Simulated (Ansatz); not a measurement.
Steps of a relaxation of C3H7BS, SMILES `B1CCCS1` with RKS PBE0-D4/def2-TZVP.

```sh
$ ansatz run in.yaml --threads 4 --pin off --events-out ev --progress --plain --max-ram 10444MiB
```

```yaml
crystal:
  periodic: [false, false, false]
  atoms:
    - {symbol: B, position_ang: [-1.598709, -0.012934, 0.106688]}
    - {symbol: C, position_ang: [-0.359396, 0.582321, 0.888736]}
    - {symbol: C, position_ang: [0.892757, -0.146211, 0.362618]}
    - {symbol: C, position_ang: [0.706629, -0.421186, -1.132798]}
    - {symbol: S, position_ang: [-1.088823, -0.839737, -1.387979]}
    - {symbol: H, position_ang: [-2.774783, 0.058955, 0.395817]}
    - {symbol: H, position_ang: [-0.321087, 1.672545, 0.643693]}
    - {symbol: H, position_ang: [-0.458655, 0.533014, 1.993037]}
    - {symbol: H, position_ang: [0.996424, -1.116977, 0.893258]}
    - {symbol: H, position_ang: [1.833765, 0.418346, 0.537688]}
    - {symbol: H, position_ang: [0.922142, 0.473457, -1.754210]}
    - {symbol: H, position_ang: [1.326736, -1.256693, -1.512349]}
basis:
  gaussian: {orbitals: def2-TZVP}
hamiltonian: {xc: pbe0, dispersion: d4}
relax: {f_tol: 0.005, max_steps: 150}
```

Positions (Å) and forces (eV/Å) along the path, 5 of 5 steps:

```xyz
12
step=1 energy=-14731.0309 eV
B    -1.599   -0.013    0.107   -0.149   -0.022   -0.013
C    -0.359    0.582    0.889   -0.029    0.208    0.122
C     0.893   -0.146    0.363    0.178   -0.128    0.119
C     0.707   -0.421   -1.133   -0.013    0.008   -0.295
S    -1.089   -0.840   -1.388    0.456    0.274    0.383
H    -2.775    0.059    0.396    0.469   -0.016   -0.094
H    -0.321    1.673    0.644    0.011   -0.509    0.097
H    -0.459    0.533    1.993    0.071    0.001   -0.535
H     0.996   -1.117    0.893   -0.076    0.465   -0.263
H     1.834    0.418    0.538   -0.474   -0.245   -0.094
H     0.922    0.473   -1.754   -0.118   -0.443    0.342
H     1.327   -1.257   -1.512   -0.328    0.408    0.230
12
step=2 energy=-14731.0764 eV
B    -1.592   -0.013    0.108   -0.017   -0.036   -0.057
C    -0.359    0.580    0.883    0.002    0.073    0.033
C     0.886   -0.146    0.360    0.074   -0.030    0.034
C     0.704   -0.417   -1.128   -0.156   -0.040   -0.092
S    -1.076   -0.837   -1.378    0.221    0.137    0.167
H    -2.753    0.059    0.396    0.134   -0.007   -0.027
H    -0.314    1.658    0.638   -0.004   -0.156    0.030
H    -0.451    0.529    1.975    0.014    0.003   -0.153
H     0.985   -1.108    0.884   -0.022    0.136   -0.081
H     1.815    0.415    0.535   -0.134   -0.074   -0.019
H     0.917    0.470   -1.739   -0.029   -0.128    0.101
H     1.317   -1.245   -1.499   -0.084    0.122    0.064
12
step=3 energy=-14731.0822 eV
B    -1.587   -0.014    0.107   -0.003   -0.008   -0.032
C    -0.357    0.580    0.880    0.001   -0.012    0.009
C     0.884   -0.147    0.360   -0.001    0.009    0.003
C     0.698   -0.416   -1.125   -0.064   -0.021   -0.027
S    -1.069   -0.832   -1.375    0.037    0.022    0.046
H    -2.741    0.055    0.395   -0.011   -0.001    0.005
H    -0.313    1.652    0.635    0.000    0.009   -0.005
H    -0.450    0.531    1.968   -0.002    0.001    0.009
H     0.980   -1.104    0.880    0.000   -0.010    0.008
H     1.809    0.412    0.534    0.006    0.000   -0.002
H     0.912    0.468   -1.731    0.018    0.013   -0.008
H     1.310   -1.239   -1.493    0.018   -0.003   -0.006
12
step=4 energy=-14731.0824 eV
B    -1.588   -0.013    0.107    0.006   -0.019   -0.001
C    -0.357    0.580    0.880    0.002    0.006   -0.002
C     0.884   -0.147    0.359    0.010    0.006    0.010
C     0.698   -0.416   -1.126   -0.029   -0.007   -0.001
S    -1.067   -0.833   -1.372   -0.002    0.005   -0.006
H    -2.742    0.055    0.396   -0.002    0.003   -0.003
H    -0.312    1.652    0.635    0.002    0.006    0.000
H    -0.450    0.531    1.968    0.000    0.000    0.001
H     0.979   -1.104    0.880    0.000   -0.003    0.001
H     1.809    0.411    0.533    0.003    0.001    0.002
H     0.913    0.468   -1.732    0.005    0.003   -0.002
H     1.312   -1.238   -1.494    0.005    0.000   -0.001
12
step=5 energy=-14731.0824 eV
B    -1.587   -0.014    0.107    0.000    0.000    0.001
C    -0.357    0.580    0.880   -0.001    0.000    0.001
C     0.884   -0.147    0.360   -0.001    0.000   -0.001
C     0.697   -0.416   -1.126    0.001    0.001    0.001
S    -1.068   -0.833   -1.373    0.001    0.001    0.000
H    -2.742    0.055    0.396    0.001    0.000   -0.001
H    -0.312    1.652    0.634    0.000    0.000   -0.001
H    -0.450    0.531    1.968    0.000    0.000    0.001
H     0.979   -1.105    0.880    0.000    0.000    0.000
H     1.809    0.411    0.534    0.000   -0.001   -0.001
H     0.913    0.468   -1.731    0.000    0.000    0.000
H     1.311   -1.238   -1.494    0.000   -0.001    0.000
```

Hardware: 4 threads of an Arm Neoverse V1 on a shared host. Wall time 20 s, peak host memory 0.53 GiB.
